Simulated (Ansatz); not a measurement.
Basis sets compared for the cluster Ga₆S₁₀⁻. The state is a doublet with charge -1. Geometry PBE-D4/def2-SVP. Ansatz on 2 threads of AMD EPYC 7R13 on a shared host and a share (18 GiB) of an NVIDIA H100 80GB HBM3; times are rough, and most runs start from earlier orbitals.

```xyz
16

Ga   -0.536   -1.192   -1.200
Ga    2.272    0.251    1.547
Ga   -1.916   -0.629    1.356
Ga    1.245    1.366   -1.575
Ga   -1.347    2.623   -0.214
Ga    2.522   -1.599   -2.376
S    -3.187    1.112    2.171
S     1.139   -2.239    1.564
S     3.168    0.379   -0.883
S    -0.073    0.535    0.431
S    -2.637   -1.665   -0.576
S     1.020   -2.853   -0.580
S    -0.674   -2.205    2.609
S     0.289   -0.137   -3.075
S     0.602    3.481   -1.328
S    -1.887    2.772    2.128
```

Single mean-field runs in def2-TZVP are fitted with def2-universal-jkfit. Another isomer (doublet) lies 2.25 eV lower at PBE0-D4/def2-TZVP; other spin states weren't run for this one.

| level | functions | energy (Eh) | HOMO (eV) | LUMO (eV) | wall time |
| --- | --- | --- | --- | --- | --- |
| PBE-D4/def2-SVP | 372 | -15525.6944 | -1.53 | -0.82 | 4.9 s |
| PBE0-D4/def2-SVP | 372 | -15526.2241 | -2.57 | -0.15 | 6.5 s |

Q: Estimate the rows for PBE-D4/def2-TZVP (with forces), PBE0-D4/def2-TZVP.

A: 
| level | functions | energy (Eh) | HOMO (eV) | LUMO (eV) | wall time |
| --- | --- | --- | --- | --- | --- |
| PBE-D4/def2-TZVP (with forces) | 658 | -15528.5513 | -1.64 | -0.92 | 9 s |
| PBE0-D4/def2-TZVP | 658 | -15529.0648 | -2.61 | -0.20 | 10 s |
